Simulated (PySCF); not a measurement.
Working out the ionisation energy of As

As [Ar] 3d10 4s2 4p3 (4S) → As⁺ [Ar] 3d10 4s2 4p2 (3P). Computed with PySCF 2.14 in jorge-DZP-DKH (8s6p2d1f, 43 functions), with scalar relativity by spin-free X2C-1e. Frozen: [Ar] 3d10. Energies in hartree (1 hartree = 27.21139 eV):

```csv
part,As (lower),As⁺ (upper)
UHF,-2258.893978,-2258.547142
CCSD correlation,-0.030214,-0.033786
(T),-0.000208,-0.000209
```

Question: What does Hartree-Fock give?

Answer: (-2258.547142) − (-2258.893978) = 0.346836 hartree = 9.438 eV.

Question: What do CCSD and CCSD(T) give?

Answer: The CCSD correlation energies differ by -0.003572 hartree = -0.097 eV and the triples by -0.000001 hartree = 0.000 eV, so CCSD gives 9.341 eV and CCSD(T) 9.341 eV.

Measured between the centres of the two terms (NIST): 10.008 eV, so CCSD(T) (valence) is off by -0.667 eV.

A double-zeta basis recovers only part of the correlation energy.

What remains against the reference includes basis incompleteness, the frozen core and higher excitations.
